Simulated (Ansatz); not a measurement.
H2Zr, SMILES [ZrH2], multiplicity 1. Atoms are numbered in the order given.

```xyz
3

Zr     0.0000     0.0000     0.0000
H      0.0000     0.0000     1.9292
H      0.0000     0.0000    -1.9292
```
Charge 0, spin multiplicity 1.

Geometry: PBE0-D3(BJ)/def2-TZVPD. The spin state was assumed, not searched. The def2 effective core potentials stand for the cores of Zr; spin–orbit coupling is left out.

Two levels are set side by side: PBE-D3(BJ)/def2-TZVPD (Ansatz, a first-principles code) and PBE0-D3(BJ)/def2-TZVPD (Ansatz). Each level has its own optimised geometry; the coordinates shown are those of the second. Differences are taken from unrounded values.

```csv
quantity,PBE0-D3(BJ)
mean bond length (Å),1.929
bond Zr1–H2 (Å),1.929
bond Zr1–H3 (Å),1.929
```

Problem. What does PBE-D3(BJ) give, and how far is it from PBE0-D3(BJ)? (Estimate from the structure and the level; the computed values follow.)

Solution. 
```
quantity              PBE-D3(BJ)  PBE-D3(BJ) minus PBE0-D3(BJ)
--------------------  ----------  ----------------------------
mean bond length (Å)       1.937                         0.008
bond Zr1–H2 (Å)            1.937                         0.008
bond Zr1–H3 (Å)            1.937                         0.008
```

GGA bonds tend to be longer and softer than those of functionals with exact exchange. Differences between two approximate levels are no errors against the true value.
